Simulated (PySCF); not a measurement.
Precursor series Sc Cl-NH2. Gas-phase values, no solvent. One relaxed conformer stands for each flexible species; it need not be the lowest.

Method: PySCF with PBE-D3(BJ)/def2-TZVP // BP86-D3(BJ)/def2-SVP. 

```tsv
species	HOMO–LUMO gap (eV)	LUMO (eV)	charge on the central atom (Mulliken) (e)	charge on the central atom (meta-Löwdin) (e)
0 of 3 Cl replaced by NH2 ([Sc(Cl)3])	3.69	-4.19	1.04	1.15
1 of 3 Cl replaced by NH2	3.37	-3.33	…	1.14
2 of 3 Cl replaced by NH2 ([Sc(Cl)(NH2)2])	3.42	…	1.15	…
3 of 3 Cl replaced by NH2	3.39	-1.80	1.23	…
```

Q: Fill in the missing entries.

A: 
- 1 of 3 Cl replaced by NH2, charge on the central atom (Mulliken) (e): 1.08
- 2 of 3 Cl replaced by NH2 ([Sc(Cl)(NH2)2]), LUMO (eV): -2.53
- 2 of 3 Cl replaced by NH2 ([Sc(Cl)(NH2)2]), charge on the central atom (meta-Löwdin) (e): 1.12
- 3 of 3 Cl replaced by NH2, charge on the central atom (meta-Löwdin) (e): 1.10
